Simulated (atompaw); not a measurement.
# Ranking PAW (atompaw) potentials for Ca

All share these settings but for the change named:

calcium, PAW, made with atompaw 4.2.0.5 (PBE, scalar-relativistic). Core [Ne], reference 3s2 3p6 3d0 4s1.5 4p0.5. Waves: 3s (bound): rc 1.30 bohr; 4s (bound): rc 2.25 bohr; 3p (bound): rc 1.30 bohr; 4p (bound): rc 2.05 bohr; 3d (bound, empty): rc 2.25 bohr; 3d channel at 1.65 Ry: rc 1.85 bohr. Local part: troulliermartins scheme with l = 3 at 0.5 Ry, radius 2.15 bohr. Core correction: smooth core density matched at 1.60 bohr. Augmentation charge: sinc compensation charge, radius 1.85 bohr; PAW radius 2.25 bohr; waves and projectors: custom polynom2 7 10 vanderbiltortho.

Cutoff: the first of the cutoffs (Ry, on a coarse ladder) from which the occupation-weighted sum of valence levels, in a spherical-Bessel basis at the reference potential, stays within 10 and 1 mRy of its value at 400 Ry; the density cutoff is not measured.

The base gives 35 Ry.

Of 5 variants that were run, those that failed, showed a ghost or another fault, or gave nearly equal values are left out.

(1) Rank these variants from softest to hardest (loose cutoff).
A. all radii scaled by about 0.89 (s 1.16, p 1.16, d 2.00 bohr); local potential troulliermartins scheme with l = 3 at 0.5 Ry, radius 1.92 bohr; augmentation sinc compensation charge, radius 1.64 bohr; PAW radius 2.00 bohr; waves and projectors: custom polynom2 7 10 vanderbiltortho; core correction smooth core density matched at 1.42 bohr
B. all radii scaled by about 1.20 (s 1.56, p 1.56, d 2.68 bohr); local potential troulliermartins scheme with l = 3 at 0.5 Ry, radius 2.56 bohr; augmentation sinc compensation charge, radius 2.20 bohr; PAW radius 2.68 bohr; waves and projectors: custom polynom2 7 10 vanderbiltortho; core correction smooth core density matched at 1.92 bohr
C. all radii scaled by about 1.27 (s 1.66, p 1.66, d 2.86 bohr); local potential troulliermartins scheme with l = 3 at 0.5 Ry, radius 2.74 bohr; augmentation sinc compensation charge, radius 2.36 bohr; PAW radius 2.86 bohr; waves and projectors: custom polynom2 7 10 vanderbiltortho; core correction smooth core density matched at 2.04 bohr

## Answers

(1) C (21 Ry), B (25 Ry), A (45 Ry).
